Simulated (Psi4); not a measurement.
Approach curve of the dimer H3Al ··· Cl- (SMILES [AlH3] and [Cl-]) (charge -1). Monomers: optimised at B3LYP-D3(BJ) (def2-TZVP), held rigid. Orientation: lowest of the rigid-body minima from ten starts at GFN2-xTB (searched outside a hard wall at short contacts). R is the distance of the centres of mass, along which the second monomer moves. The shortest distances reach bonding range, where SAPT0 and rigid monomers are unreliable. The table gives interaction energies.

```csv
R / Å,A,B,C
1.99,-51.95,-71.46,-17.33
2.19,-124.90,-138.03,-103.72
2.36,-142.92,-153.51,-129.66
2.62,-136.78,-145.82,-130.74
2.91,-113.85,-122.26,-111.49
3.16,-92.92,-100.80,-91.90
3.72,-56.84,-63.11,-56.73
4.42,-31.94,-36.18,-31.92
5.43,-15.96,-18.49,-15.89
6.72,-7.95,-10.48,-7.91
```

Energies in kJ/mol.

Task: Which curve belongs to which method? The methods are DF-CCSD/aug-cc-pVDZ, frozen core, counterpoise-corrected (Psi4); PBE/def2-TZVPD, counterpoise-corrected (Psi4); DF-SCS-MP2/aug-cc-pVTZ, frozen core, counterpoise-corrected (Psi4).

Result: A is SCS-MP2/aug-cc-pVTZ; B is PBE/def2-TZVPD; C is CCSD/aug-cc-pVDZ.
